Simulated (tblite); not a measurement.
`FC(F)([SiH2][SiH2][SiH3])C(Cl)(Cl)Cl`. Computed geometry: GFN2-xTB, gas phase.

```
atom  x, y, z in Å
F1     1.1265    0.9284   -0.8756
C2     1.2177    0.3920    0.3781
F3     0.4755    1.2397    1.1588
Si4    0.4030   -1.3836    0.3365
Si5   -1.8538   -0.8980    0.5949
Si6   -2.6350    0.8916   -0.6768
C7     2.6619    0.4607    0.8369
Cl8    3.5961   -0.7024   -0.1091
Cl9    3.3732    2.0842    0.6399
Cl10   2.7286    0.0091    2.5466
H11    1.1517   -2.1562    1.3288
H12    0.8539   -1.8588   -0.9739
H13   -2.5451   -2.1636    0.2904
H14   -2.1018   -0.7028    2.0337
H15   -2.2112    2.1765   -0.1257
H16   -2.1481    0.7945   -2.0550
H17   -4.1002    0.9007   -0.7334
```

Work out the bond lengths F1–C2, Si4–H12, Si5–H14, C7–Cl8, C7–Cl9 in pm.

For F1–C2 the difference vector is (0.0912, -0.5364, 1.2537) Å, of length 1.3667 Å. F1–C2 136.7; Si4–H12 146.5; Si5–H14 147.3; C7–Cl8 176.6; C7–Cl9 178.3 pm.

Where is the centre of mass (commonest isotopes), and what is the radius of gyration?

Mass 257.889 u; centre at (1.127, 0.225, 0.521) Å; Rg = √(Σ m r²/M) = 2.665 Å. As Ia + Ib + Ic = 2 Σ m r², the three principal moments sum to 3663.9 u·Å².

What are the angles Si4–C2–C7, F1–C2–C7, F3–C2–C7, H11–Si4–H12, Si6–Si5–H14, H15–Si6–H16, Cl8–C7–Cl10, C2–C7–Cl8?

From the scalar product of the two bond vectors; for Si4–C2–C7 it is -1.3177 Å² over 1.9540 × 1.5169 Å², cos θ = -0.4446. Si4–C2–C7 116.4°; F1–C2–C7 108.9°; F3–C2–C7 108.4°; H11–Si4–H12 106.1°; Si6–Si5–H14 112.0°; H15–Si6–H16 108.5°; Cl8–C7–Cl10 109.2°; C2–C7–Cl8 108.2°.

How far apart are these pairs, which share no bond: F3···Cl9, Si4···H16, Si5···Cl9, Cl8···Cl10, Cl9···H15, H15···H16?

F3···Cl9 3.063 Å (3 bonds apart); Si4···H16 4.120 Å (3 bonds apart); Si5···Cl9 6.018 Å (4 bonds apart); Cl8···Cl10 2.883 Å (2 bonds apart); Cl9···H15 5.637 Å (6 bonds apart); H15···H16 2.374 Å (2 bonds apart).

Give the dihedral angles C2–Si4–Si5–Si6, H11–Si4–Si5–H13, F1–C2–Si4–H11, F3–C2–C7–Cl10, C7–C2–Si4–Si5, F1–C2–C7–Cl8.

C2–Si4–Si5–Si6 44° (synclinal); H11–Si4–Si5–H13 -75° (synclinal); F1–C2–Si4–H11 149° (anticlinal); F3–C2–C7–Cl10 58° (synclinal); C7–C2–Si4–Si5 154° (antiperiplanar); F1–C2–C7–Cl8 -71° (synclinal). Dihedral signs follow IUPAC: positive where, seen along the central bond, the front bond turns clockwise onto the rear one.

What is the repulsion energy of the bare nuclei, Σ ZA·ZB/RAB?

1237.90 Eh over 136 pairs, with full nuclear charges and distances in bohr; the largest single term is 53.05 Eh (Cl8 with Cl10).

Its lowest GFN2-xTB frequency is 8i cm⁻¹, too small to tell a flat minimum from a shallow saddle. The numbers are those of one conformer.
